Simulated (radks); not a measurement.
Results of a calculation; reference values are marked as such.
All-electron atom: Fe2+ in [Ne] 3s1 3p6 3d6 4d1 (not the ground configuration).

Code: a radial shooting solver on a logarithmic mesh with Libxc functionals. Model: non-relativistic Kohn-Sham, PBEsol, spin-polarised, spherical densities, point nucleus; open shells are filled with parallel spins first.

Energy parts (hartree):
| part | energy |
|---|---|
| total | -1257.56425 |
| kinetic | 1256.53405 |
| electron-nucleus | -2968.57104 |
| Hartree | 507.66445 |
| exchange-correlation | -53.19171 |

Orbitals (lengths in bohr, moments of r in powers of bohr; r(90%) holds 90 % of the orbital's charge):
orbital,occ.,eigenvalue (hartree),<r>,<1/r>,r(90%)
1s up,1,-255.8031,0.05918,25.50,0.105
1s down,1,-255.7811,0.05918,25.50,0.105
2s up,1,-30.80702,0.2704,5.457,0.419
2s down,1,-30.70189,0.2699,5.467,0.418
2p up,3,-26.75987,0.2370,5.413,0.388
2p down,3,-26.67599,0.2364,5.422,0.387
3s up,1,-4.58185,0.8101,1.743,1.21
3s down,0,-4.34004,0.8163,1.728,1.22
3p up,3,-3.38852,0.8433,1.627,1.29
3p down,3,-3.15375,0.8533,1.608,1.31
3d up,5,-1.43307,0.9656,1.336,1.61
3d down,1,-1.21862,1.012,1.293,1.71
4d up,1,-0.38282,3.936,0.3263,5.78

The highest occupied level is 4d up at -10.417 eV. The configuration is held as typed, so some empty levels lie below it. Summed over all electrons, <r^2> = 31.13 bohr^2, which gives a Langevin (diamagnetic) susceptibility term of -24.7 x 10^-6 cm^3/mol. Virial ratio -V/T = 2.00082. The density falls to 0.001 e/bohr^3 at r = 4.45 bohr. The spin density at the nucleus is 71.13 e/bohr^3 (1s 0.46, 2s -1.80, 3s 72.47), a Fermi contact field of 3.73e+03 T. The electron density at the nucleus is 1.182e+04 e/bohr^3. Spin moment in Bohr magnetons: 6.
